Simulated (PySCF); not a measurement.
Ge(OH)2 (GeH2O2), SMILES [OH][Ge][OH] (connectivity only; charge and spin as stated), neutral, multiplicity 1. Geometry: PBE-D3(BJ)/def2-TZVP. The values are those of a single conformer.

PySCF with TDDFT-M06-2X/def2-SVPD puts the lowest singlet excitations at 4.61, 6.19, 7.02, 7.14, 7.41, 7.57 eV.

What are the lowest excitation roots from PySCF with ADC(2)/aug-cc-pVDZ? (The exact figures need the calculation; the answer reports its results.)

4.47, 5.51, 6.02, 6.39, 6.63, 6.72 eV. S1 differs by -0.14 eV (second minus first; roots are paired by order, and the bases may differ).
